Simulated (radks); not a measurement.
Task: Coherent X-ray form factor from a spherical all-electron density. Method: non-relativistic Kohn-Sham, PBE, spin-unpolarised, spherical densities, point nucleus; computed with a radial shooting solver on a logarithmic mesh with Libxc functionals.

sin(theta)/lambda (1/angstrom),f0 (electrons)
0.05,80.636
0.1,77.325
0.15,73.305
0.2,69.214
0.25,65.232
0.3,61.410
0.4,54.408
0.5,48.452
0.6,43.525
0.8,35.826
1,29.714
1.25,23.613
1.5,19.272
2,14.599

The species is in the configuration that NIST lists as its ground one. Which atom or ion scatters so?

Result: Neutral lead, [Hg] 6p2. Extrapolating in s^2 from the first two rows gives f0(0) = 81.7, near the electron count 82; among species with that count, the fall with angle is slower the higher Z, and the table is that of Z = 82; from so few rows the species is fixed only to a neighbour or two.
